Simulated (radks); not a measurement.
Question: The mean radii <r> (bohr) of the occupied orbitals of an atom or ion are listed with their occupations. Method: non-relativistic Kohn-Sham, TPSS, spin-unpolarised, spherical densities, point nucleus; meta-GGA in the generalised Kohn-Sham scheme; computed with a radial shooting solver on a logarithmic mesh with Libxc functionals.

| orbital | occ. | <r> |
|---|---|---|
| 1s | 2 | 0.1036 |
| 2s | 2 | 0.4773 |
| 2p | 3 | 0.4264 |

Name the element and its charge.

Answer: Z = 15, phosphorus, charge +8: P8+ in [He] 2s2 2p3. The 1s radius gives Z: for a bare nucleus <r> = 1.5/Z, 0.1 bohr for Z = 15, and screening makes it slightly larger (0.1036 here). The occupations add up to 7, and the charge is Z minus that.
